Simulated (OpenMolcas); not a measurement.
# Te IV: effect of correlating more closed shells

* Program: OpenMolcas 26.06
* Basis: ANO-RCC [10s9p8d5f3g]
* Scalar Hamiltonian: DKH2, point nucleus
* Active space: 3 electrons in 9 orbitals (RAS2 5s 5p; RAS3 5d, at most 2 electrons)
* State averaging: 2S+1 = 4 odd, 1 root; 2S+1 = 2 odd, 11 roots; 2S+1 = 4 even, 3 roots; 2S+1 = 2 even, 9 roots
* Spin-orbit coupling: state interaction with AMFI integrals over the reference wave functions, term energies averaged over their components

Methods on the same reference wave functions:
A. RASSCF
B. MS-RASPT2, IPEA 0.25 Eh, imaginary shift 0.1 Eh (closed shells correlated: none)
C. MS-RASPT2, IPEA 0.25 Eh, imaginary shift 0.1 Eh (closed shells correlated: 4d)

Energies in cm⁻¹ above 5s² 5p ²P°_1/2, the measured ground level; measured values from Moore, Atomic Energy Levels, vol. III, NSRDS-NBS 35 (1971 reprint of NBS Circular 467, 1958).

```csv
Level,A,B,C,Measured
5s² 5p ²P°_1/2,0.0,0.0,0.0,0.0
5s² 5p ²P°_3/2,8003,8030,8070,9223
5s 5p² ⁴P_1/2,62328,64410,69640,
5s 5p² ⁴P_3/2,65800,67940,73250,
5s 5p² ⁴P_5/2,69969,72030,77280,
5s 5p² ²D_3/2,89002,88620,92160,
5s 5p² ²D_5/2,90181,89890,93620,
```

Between B and C the level of the table that moves most is 5s 5p² ⁴P_3/2, by 5300 cm-1 (lowest in B, highest in C). Moves below CASPT2's spread within the term are not significant.

The lowest spin-free term lies below A's lowest term by 0.013 hartree in B, 0.486 hartree in C.

What an inner shell adds also hangs on whether the basis holds functions to correlate it.

CASPT2 breaks the degeneracy within a term, and the mean is taken; among the terms shown or strongly mixed into the levels shown the widest spread is 24 cm-1 (5s 5p² ²D, C). Active for correlation alone: 5d; no level in the range computed is led by a configuration that fills it, so any true level of that kind is missing. Some terms mix strongly with configurations of 5d, whose occupation reaches 0.16 (5s 5p² ²D). Only configurations of the active space appear. The table leaves out levels that lie high or whose names do not pair safely across all columns.

° marks odd parity.
